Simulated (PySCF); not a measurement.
Structure with atom numbers: `[CH3:1][CH:2]([CH3:3])/[CH:4]=[CH:5]\[C:6](=[O:7])[Cl:8]`; H(Xn) means a hydrogen on atom n.

[PySCF: GIAO PBE0/pcSseg-1 shieldings; geometry: GFN2-xTB; a single conformation; in vacuum; one averaged value for each set of equivalent atoms; non-relativistic Hamiltonian]

Shifts are taken against calculated references (same method and geometry level): 13C (σ = 186.93 ppm), 1H (σ = 31.72 ppm) against TMS; 17O (σ = 336.08 ppm) vs H2O; HCl for 35Cl (σ = 949.78 ppm).

| atoms | nucleus | count | δ (ppm) |
| --- | --- | --- | --- |
| C5 | 13C | 1 | 129.1 |
| H(C4) | 1H | 1 | 6.58 |
| H(C5) | 1H | 1 | 6.17 |
| C2 | 13C | 1 | 33.0 |
| C6 | 13C | 1 | 174.6 |
| H(C1)/H(C3) | 1H | 6 | 1.04 |
| C1/C3 | 13C | 2 | 23.7 |
| H(C2) | 1H | 1 | ? |
| O7 | 17O | 1 | ? |
| C4 | 13C | 1 | ? |
| Cl8 | 35Cl | 1 | 506 |

Problem. Estimate the values marked ?.

Solution. 
- C4: 176.7 ppm, β carbon of a C=C–C=O unit; conjugation with the carbonyl draws π density from the β position
- H(C2): 4.00 ppm, hydrogen on an allylic sp3 CH
- O7: 566.5 ppm, carbonyl oxygen

Carbons that carry Cl, above all several Cl atoms, come out too deshielded, partly because spin–orbit coupling is missing. Shifts are as computed. Against solution values, carbons near 30 ppm lie about +3 ppm off and those near 130 ppm about +5 ppm; carbons on Cl a further +6 ppm. Of 1211 compounds with measured shifts, 218 miss one by over three times the rms of a fit or turn the order of signals round; such compounds aren't used in these exercises. Unscaled 17O shifts of doubly bonded oxygen tend to come out too high, by tens of ppm or more. Experimental scales use liquid or dissolved standards, which lie at an offset from isolated H2O (liquid H2O: subtract about 36 ppm).
